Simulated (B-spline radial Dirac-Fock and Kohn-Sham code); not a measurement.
These are calculated numbers from a radial atomic solver; the model is the Dirac equation of a negative muon with reduced mass in the field of a spherical finite nucleus, with the Uehling potential to all orders; nuclear polarisation, deformation, hyperfine structure, self-energy, higher-order vacuum polarisation, relativistic recoil and electron screening are left out. The nuclear charge is a Fermi distribution (skin thickness 2.3 fm).

Question: A muonic atom of atomic mass 47.95 u emits these computed lines: 2p3/2 → 1s1/2 784.5 keV, 3d5/2 → 2p3/2 156.9 keV, 4f7/2 → 3d5/2 54.76 keV, 5g9/2 → 4f7/2 25.31 keV. Which element is it, and what rms charge radius was used?

Answer: Calcium (Z = 20, nuclide ⁴⁸Ca); the high transitions hardly feel the nucleus and fix Z. The 2p → 1s line lies 63.12 keV below the value for a point nucleus without QED, which for this nuclear model gives a radius near 3.48 fm (3.4771 fm was used).
